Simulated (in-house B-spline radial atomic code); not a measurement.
A fraction x of an electron is moved 3p → 3d in neutral silicon, starting from [Ne] 3s2 3p2 and keeping the highest spin. Level of theory: scalar-relativistic (X2C) r2SCAN0, spin-polarised, spherical fractional occupations, Fermi nucleus of rms radius 3.1224 fm; calculated with a B-spline radial code for spherical atoms.

Caution: exact exchange at fractional occupations of open shells leaves self-interaction of up to several eV.

```csv
x,E(x) - E(0) (eV),3p up level (eV),3d up level (eV)
0,0.0000,-5.176,-
0.125,0.6817,-5.863,-0.124
0.25,1.4328,-6.473,-0.203
0.375,2.2462,-7.004,-0.274
0.5,3.1108,-7.423,-0.339
0.625,4.0119,-7.716,-0.397
0.75,?,?,?
0.875,?,?,?
1,6.8275,-8.192,-0.560
```

(1) What belongs in the row x = 0.75?

(2) What belongs in the row x = 0.875?

(3) Check Janak's theorem between x = 0.125 and 0.25.

Results:

(1) An energy change of 4.9369 eV; 3p up at -7.923 eV, 3d up at -0.453 eV.

(2) An energy change of 5.8773 eV; 3p up at -8.074 eV, 3d up at -0.506 eV.

(3) The slope of the energy is 6.01 eV; the orbital levels give 6.00 eV (ε of the receiving orbital less ε of the emptying one, averaged over the two points).
